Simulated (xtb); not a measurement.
xtb input file for FH5SSi2, SMILES F[SiH2]S[SiH3], GFN2-xTB. 

```
$ xtb mol.xyz --gfn 2 --sp --chrg 0 --uhf 0 --json
$ cat mol.xyz
9

Si    -1.87996314     0.30170432    -0.12172148
S     -0.12187819    -0.56720890    -1.01869163
Si     1.48070098     0.17906324     0.17353219
F      1.10452917     0.00240846     1.72800908
H     -1.99220375    -0.18293037     1.24632828
H     -1.73097374     1.75247689    -0.16098710
H     -2.93567162    -0.18372600    -0.99255087
H      1.64225346     1.61041418     0.01586316
H      2.61555463    -0.67331400    -0.08701905
```

Program output:

```
[banner left out]
          |                Calculation Setup                |
           -------------------------------------------------



           -------------------------------------------------
          |                 G F N 2 - x T B                 |
           -------------------------------------------------

        Reference                      10.1021/acs.jctc.8b01176
      * Hamiltonian:
        H0-scaling (s, p, d)           1.850000    2.230000    2.230000
        zeta-weighting                 0.500000
      * Dispersion:
        s8                             2.700000
        a1                             0.520000
        a2                             5.000000
        s9                             5.000000
      * Repulsion:
        kExp                           1.500000    1.000000
        rExp                           1.000000
      * Coulomb:
        alpha                          2.000000
        third order                    shell-resolved
        anisotropic                    true
        a3                             3.000000
        a5                             4.000000
        cn-shift                       1.200000
        cn-exp                         4.000000
        max-rad                        5.000000


          ...................................................
          :                      SETUP                      :
          :.................................................:
          :  # basis functions                  39          :
          :  # atomic orbitals                  36          :
          :  # shells                           16          :
          :  # electrons                        26          :
          :  max. iterations                   250          :
          :  Hamiltonian                  GFN2-xTB          :
          :  restarted?                      false          :
          :  GBSA solvation                  false          :
          :  PC potential                    false          :
          :  electronic temp.          300.0000000     K    :
          :  accuracy                    1.0000000          :
          :  -> integral cutoff          0.2500000E+02      :
          :  -> integral neglect         0.1000000E-07      :
          :  -> SCF convergence          0.1000000E-05 Eh   :
          :  -> wf. convergence          0.1000000E-03 e    :
          :  Broyden damping             0.4000000          :
          :  net charge                          0          :
          :  unpaired electrons                  0          :
          ...................................................

 iter      E             dE          RMSdq      gap      omega  full diag
   1    -14.0050816 -0.140051E+02  0.104E+01    5.95       0.0  T
   2    -14.1773761 -0.172294E+00  0.356E+00    4.14       1.0  T
   3    -14.1832839 -0.590784E-02  0.296E+00    4.61       1.0  T
   4    -14.1870724 -0.378842E-02  0.154E+00    4.45       1.0  T
   5    -14.1850834  0.198891E-02  0.963E-01    4.55       1.0  T
   6    -14.1872657 -0.218225E-02  0.257E-01    4.51       1.0  T
   7    -14.1872705 -0.477015E-05  0.133E-01    4.44       1.0  T
   8    -14.1873242 -0.537382E-04  0.422E-02    4.47       1.0  T
   9    -14.1873264 -0.221446E-05  0.157E-02    4.47       2.1  T
  10    -14.1873265 -0.533888E-07  0.954E-03    4.47       3.5  T
  11    -14.1873266 -0.927745E-07  0.362E-03    4.47       9.2  T
  12    -14.1873266 -0.423583E-08  0.108E-03    4.47      30.9  T
  13    -14.1873266 -0.115546E-08  0.392E-04    4.47      85.1  T
  14    -14.1873266 -0.222094E-09  0.126E-04    4.47     264.7  T

   *** convergence criteria satisfied after 14 iterations ***

         #    Occupation            Energy/Eh            Energy/eV
      -------------------------------------------------------------
         1        2.0000           -0.8616491             -23.4467
       ...           ...                  ...                  ...
         7        2.0000           -0.5178386             -14.0911
         8        2.0000           -0.4571276             -12.4391
         9        2.0000           -0.4533866             -12.3373
        10        2.0000           -0.4510546             -12.2738
        11        2.0000           -0.4259318             -11.5902
        12        2.0000           -0.4106073             -11.1732
        13        2.0000           -0.3790355             -10.3141 (HOMO)
        14                         -0.2149054              -5.8479 (LUMO)
        15                         -0.2068240              -5.6280
        16                         -0.2028842              -5.5208
        17                         -0.1979495              -5.3865
        18                         -0.1824491              -4.9647
       ...                                ...                  ...
        36                          0.9171642              24.9573
      -------------------------------------------------------------
                  HL-Gap            0.1641301 Eh            4.4662 eV
             Fermi-level           -0.2969704 Eh           -8.0810 eV

 SCC (total)                   0 d,  0 h,  0 min,  0.006 sec
 SCC setup                      ...        0 min,  0.000 sec (  1.589%)
 Dispersion                     ...        0 min,  0.000 sec (  0.605%)
 classical contributions        ...        0 min,  0.000 sec (  0.272%)
 integral evaluation            ...        0 min,  0.001 sec ( 19.545%)
 iterations                     ...        0 min,  0.003 sec ( 49.855%)
 molecular gradient             ...        0 min,  0.002 sec ( 26.715%)
 printout                       ...        0 min,  0.000 sec (  1.290%)

         :::::::::::::::::::::::::::::::::::::::::::::::::::::
         ::                     SUMMARY                     ::
         :::::::::::::::::::::::::::::::::::::::::::::::::::::
         :: total energy             -14.108254916762 Eh    ::
         :: gradient norm              0.000209589551 Eh/a0 ::
         :: HOMO-LUMO gap              4.466207890232 eV    ::
         ::.................................................::
         :: SCC energy               -14.187322912107 Eh    ::
         :: -> isotropic ES            0.047978648715 Eh    ::
         :: -> anisotropic ES          0.000732859607 Eh    ::
         :: -> anisotropic XC          0.000797359627 Eh    ::
         :: -> dispersion             -0.006451395370 Eh    ::
         :: repulsion energy           0.079067995345 Eh    ::
         :: add. restraining           0.000000000000 Eh    ::
         :: total charge              -0.000000000000 e     ::
         :::::::::::::::::::::::::::::::::::::::::::::::::::::

           -------------------------------------------------
          |                Property Printout                |
           -------------------------------------------------

    * Orbital Energies and Occupations

         #    Occupation            Energy/Eh            Energy/eV
      -------------------------------------------------------------
         1        2.0000           -0.8616491             -23.4467
         2        2.0000           -0.7512885             -20.4436
         3        2.0000           -0.6990053             -19.0209
         4        2.0000           -0.6500682             -17.6893
         5        2.0000           -0.5253682             -14.2960
         6        2.0000           -0.5238375             -14.2543
         7        2.0000           -0.5178386             -14.0911
         8        2.0000           -0.4571276             -12.4391
         9        2.0000           -0.4533866             -12.3373
        10        2.0000           -0.4510546             -12.2738
        11        2.0000           -0.4259318             -11.5902
        12        2.0000           -0.4106073             -11.1732
        13        2.0000           -0.3790355             -10.3141 (HOMO)
        14                         -0.2149054              -5.8479 (LUMO)
        15                         -0.2068240              -5.6280
        16                         -0.2028842              -5.5208
        17                         -0.1979495              -5.3865
        18                         -0.1824491              -4.9647
        19                         -0.1507983              -4.1034
        20                         -0.1123220              -3.0564
        21                         -0.0902240              -2.4551
        22                         -0.0734321              -1.9982
        23                         -0.0489284              -1.3314
        24                         -0.0231226              -0.6292
       ...                                ...                  ...
        36                          0.9171642              24.9573
      -------------------------------------------------------------
                  HL-Gap            0.1641301 Eh            4.4662 eV
             Fermi-level           -0.2969704 Eh           -8.0810 eV

     #   Z          covCN         q      C6AA      α(0)
     1  14 Si       3.645     0.492    97.762    18.959
     2  16 S        1.750    -0.451   161.139    21.367
     3  14 Si       3.437     0.566   102.195    19.747
     4   9 F        0.705    -0.270    11.995     4.089
     5   1 H        0.920    -0.071     4.654     3.374
     6   1 H        0.919    -0.081     4.939     3.476
     7   1 H        0.921    -0.071     4.643     3.370
     8   1 H        0.922    -0.062     4.411     3.285
     9   1 H        0.923    -0.051     4.121     3.175

 Mol. C6AA /au·bohr⁶  :       2152.568455
 Mol. C8AA /au·bohr⁸  :      94344.370215
 Mol. α(0) /au        :         80.840974


Wiberg/Mayer (AO) data.
largest (>0.10) Wiberg bond orders for each atom

 ---------------------------------------------------------------------------
     #   Z sym  total        # sym  WBO       # sym  WBO       # sym  WBO
 ---------------------------------------------------------------------------
     1  14 Si   3.657 --     2 S    0.924     7 H    0.897     5 H    0.895
                             6 H    0.893
     2  16 S    2.124 --     3 Si   0.986     1 Si   0.924
     3  14 Si   3.900 --     4 F    1.098     2 S    0.986     9 H    0.886
                             8 H    0.881
     4   9 F    1.195 --     3 Si   1.098
     5   1 H    0.995 --     1 Si   0.895
     6   1 H    0.993 --     1 Si   0.893
     7   1 H    0.995 --     1 Si   0.897
     8   1 H    0.996 --     3 Si   0.881
     9   1 H    0.997 --     3 Si   0.886
 ---------------------------------------------------------------------------

Topologies differ in total number of bonds
Writing topology from bond orders to xtbtopo.mol

molecular dipole:
                 x           y           z       tot (Debye)
 q only:       -0.145       0.610       0.055
   full:       -0.076       0.752       0.256       2.029
molecular quadrupole (traceless):
                xx          xy          yy          xz          yz          zz
 q only:        7.016      -0.293      -1.065      -1.904      -1.289      -5.951
  q+dip:        6.076      -0.096       1.133      -1.834      -2.538      -7.209
   full:        8.050      -0.270      -0.514      -1.849      -2.110      -7.536


           -------------------------------------------------
          | TOTAL ENERGY              -14.108254916762 Eh   |
          | GRADIENT NORM               0.000209589551 Eh/α |
          | HOMO-LUMO GAP               4.466207890232 eV   |
           -------------------------------------------------

------------------------------------------------------------------------
------------------------------------------------------------------------
 total:
Note: The following floating-point exceptions are signalling: IEEE_UNDERFLOW_FLAG IEEE_DENORMAL
normal termination of xtb
 SCF:
```

The calculation finished and met its thresholds.
